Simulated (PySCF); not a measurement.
# Excitation energy of S²⁺ by level of theory

S²⁺ [Ne] 3s2 3p2 (3P) → S²⁺ [Ne] 3s2 3p1 3d1 (high-spin determinant), as a difference of total energies. Computed with PySCF 2.14 in dyall-acv3z, with the non-relativistic Hamiltonian (point nucleus). Correlated levels: valence: [Ne] frozen; valence and next inner shell: 1s2 frozen; virtual orbitals above 40 to 60 times the deepest correlated orbital energy dropped. The calculations carry no spin-orbit coupling.

| method | excitation energy (eV) |
| --- | --- |
| UHF | 16.601 |
| LDA | 14.904 |
| PBE | 14.856 |
| PBE0 | 15.352 |
| r2SCAN | 15.437 |
| r2SCANh | 15.557 |
| PBEsol | 14.878 |
| TPSS | 15.081 |
| MP2 (valence) | 15.902 |
| SCS-MP2 (valence) | 15.852 |
| MP2 (valence and next inner shell) | 15.871 |
| SCS-MP2 (valence and next inner shell) | 15.836 |

How much does correlation contribute at MP2 (valence and next inner shell)?

15.871 − (16.601) = -0.730 eV, measured against UHF.

A first-order spin-orbit estimate (lowest level to lowest level, LS coupling) adds 0.017 eV.

The promoted electron is Rydberg-like, and one or two diffuse shells describe it only roughly, which tends to raise the upper state.

The determinant of the upper state mixes LS terms, which raises its energy above the lowest term, most at the Hartree-Fock and MP2 levels.
